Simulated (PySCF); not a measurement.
## Solvent effects on NMR parameters

Cartesian coordinates in Å; atom numbers follow the order of the lines, from 1:
```xyz
21

B    -1.031    0.897    1.162
C    -2.518    0.453    0.966
C    -2.643    0.136   -0.531
C    -1.249   -0.327   -0.955
C    -0.274    0.583   -0.178
C     1.164    0.192   -0.173
C     2.004   -0.030    0.891
C     3.323   -0.403    0.505
C     3.473   -0.466   -0.854
S     2.011   -0.070   -1.665
H    -0.550    1.400    2.151
H    -2.555   -0.492    1.554
H    -3.309    1.089    1.392
H    -3.424   -0.603   -0.767
H    -2.906    1.058   -1.078
H    -1.096   -0.297   -2.046
H    -1.080   -1.371   -0.640
H    -0.367    1.604   -0.634
H     1.679    0.078    1.927
H     4.128   -0.620    1.208
H     4.364   -0.730   -1.423
```

GIAO PBE0/pcSseg-1 in PySCF 2.14.0 with density-fitted response routines on one PBE0-D3(BJ)/def2-SVP conformer, non-relativistic, equivalent nuclei averaged. Solvents enter as an IEF-PCM continuum (cyclohexane with ε = 2.0, chloroform with ε = 4.7) around the gas-phase geometry. Shifts are referred to BF3·OEt2, TMS, CS2 computed in the same medium.

Gas phase, δ in ppm: B1 88.0, C6 153.9, C9 132.4, C8 130.7, C7 129.7, C5 51.2, C4 39.2, C2 34.7, C3 28.7, S10 228.1, H11 8.06, H19 7.13, H21 7.08, H20 6.94. Dipole moment 0.82 D.

Problem. How does each δ change in the continuum?

Solution. 
```csv
atoms,environment,"Δδ, cyclohexane","Δδ, chloroform"
B1,"boron bonded to 2 C, H, in a 5-membered ring",0.0,-0.1
C6,substituted aromatic carbon next to the ring sulfur,+1.3,+2.2
C9,aromatic CH next to the ring sulfur,+0.5,+0.9
C8,aromatic CH,+0.7,+1.3
C7,aromatic CH,+0.5,+0.9
C5,"sp3 CH bonded to B, on an aromatic ring",+0.1,+0.1
C4,sp3 CH2 in a ring,+0.4,+0.7
C2,sp3 CH2 bonded to B,+0.3,+0.5
C3,sp3 CH2 in a ring,+0.2,+0.4
S10,aromatic ring sulfur,-2.6,-4.6
H11,"hydrogen on a boron bonded to 2 C, in a 5-membered ring",-0.04,-0.08
H19,hydrogen on an aromatic CH,+0.06,+0.12
H21,hydrogen on an aromatic CH next to the ring sulfur,+0.10,+0.18
H20,hydrogen on an aromatic CH,+0.08,+0.16
```

Changes are relative to the gas phase. The dipole moment becomes 0.92 D in cyclohexane, 0.99 D in chloroform.

Problem. Which of the listed nuclei move most (in ppm), and what does the model miss?

Solution. S10 (aromatic ring sulfur, -4.6 ppm) in chloroform. A continuum only polarises the solute; specific hydrogen bonds, the anisotropy of aromatic solvents and changes of geometry or conformer are outside it.
